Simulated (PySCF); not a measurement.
# Levels of Pm³⁰⁺ from EOM-EA-GCCSD

Reference: closed-shell Pm³¹⁺, [Ar] 3d10 4s2; one electron is added. Calculated with PySCF 2.14, two-component X2C-1e with screened spin-orbit coupling, an even-tempered Gaussian basis (19 s from 1.2 bohr⁻², ratio 2.6; 15 p from 1.6 bohr⁻², ratio 2.6; 10 d from 1.6 bohr⁻², ratio 2.6; 6 f from 1.6 bohr⁻², ratio 2.8); frozen [Ar]; the 94 highest virtual spinors dropped; of the others 68 kept and the rest restored at second order. No Breit or QED terms. Binding energies in eV.

| level | Koopmans | second order | EOM-CCSD |
| --- | --- | --- | --- |
| 4p1/2 | 1157.5 | 1159.2 | 1158.9 |
| 4p3/2 | 1122.5 | 1124.2 | 1124.1 |

For comparison, the ionisation energy of Pm³⁰⁺ is 1158 ± 4 eV (theoretical estimate listed by NIST; NIST Atomic Spectra Database, ionization energies).
